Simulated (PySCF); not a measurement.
# How the method moves the HOMO and LUMO of `C=C(F)OBC`

C3H6BFO.
Structure used (PBE0-D3(BJ)/def2-SVP), in Å, numbered top down from 1:
```xyz
12
C3H6BFO angstrom
C      2.5449    0.4899    0.6023
C      1.4966    0.0992   -0.1157
F      1.6073   -0.2707   -1.3823
O      0.2503    0.0315    0.3647
B     -0.9053   -0.2087   -0.3347
C     -2.2436   -0.2615    0.4625
H      3.5344    0.5146    0.1498
H      2.4022    0.7842    1.6402
H     -0.8474   -0.3641   -1.5309
H     -2.7399   -1.2323    0.2910
H     -2.9424    0.4954    0.0662
H     -2.1213   -0.1064    1.5436
```

Basis pcSseg-2 throughout (PySCF), one geometry. One conformer (not necessarily the lowest) at the PBE0-D3(BJ)/def2-SVP geometry, without solvent, vibrations or thermal averaging.

**Question.** How do the orbital energies, the gap and the dipole change with the method?

**Answer.** 
| method | kind | HOMO (eV) | LUMO (eV) | gap (eV) | μ (D) | SCF cycles |
| --- | --- | --- | --- | --- | --- | --- |
| BLYP | GGA | -5.96 | -1.54 | 4.43 | 0.68 | 16 |
| B97-D | GGA | -6.03 | -1.49 | 4.54 | 0.71 | 16 |
| OPBE | GGA | -6.03 | -1.50 | 4.53 | 0.73 | 16 |
| KT3 | GGA | -6.09 | -1.59 | 4.50 | 0.73 | 16 |
| KT2 | GGA | -6.09 | -1.65 | 4.45 | 0.73 | 16 |
| PBE | GGA | -6.10 | -1.67 | 4.43 | 0.71 | 16 |
| BP86 | GGA | -6.19 | -1.72 | 4.46 | 0.70 | 15 |
| LDA | LDA | -6.31 | -1.93 | 4.38 | 0.74 | 15 |
| B97-2 | global hybrid | -6.98 | -0.68 | 6.30 | 0.76 | 14 |
| B3LYP | global hybrid | -7.05 | -0.92 | 6.13 | 0.73 | 14 |
| PBE0 | global hybrid | -7.25 | -0.69 | 6.56 | 0.77 | 14 |
| mPW1PW91 | global hybrid | -7.27 | -0.69 | 6.58 | 0.77 | 14 |
| BHandHLYP | global hybrid | -8.29 | 0.34 | 8.63 | 0.79 | 12 |
| CAM-B3LYP | range-separated hybrid | -8.61 | 0.37 | 8.98 | 0.76 | 13 |
| wB97X-D | range-separated hybrid | -9.08 | 1.16 | 10.23 | 0.77 | 14 |
| HF | Hartree–Fock | -9.82 | 2.61 | 12.43 | 0.86 | 11 |
| LC-wPBE | range-separated hybrid | -9.96 | 1.54 | 11.50 | 0.78 | 14 |

The HOMO spans 3.99 eV, from BLYP down to LC-wPBE, and the gap runs from 4.38 eV (LDA) to 12.43 eV (HF). Over the methods BLYP (0 %), B97-D (0 %), OPBE (0 %), KT3 (0 %), KT2 (0 %), PBE (0 %), BP86 (0 %), LDA (0 %), B97-2 (21 %), B3LYP (20 %), PBE0 (25 %), mPW1PW91 (25 %), BHandHLYP (50 %), HF (100 %), a straight line through the gap against the share of exact exchange rises by 0.81 eV for each 10 % (correlation coefficient 0.999). The dipole ranges from 0.68 D (BLYP) to 0.86 D (HF). This basis has no diffuse functions.
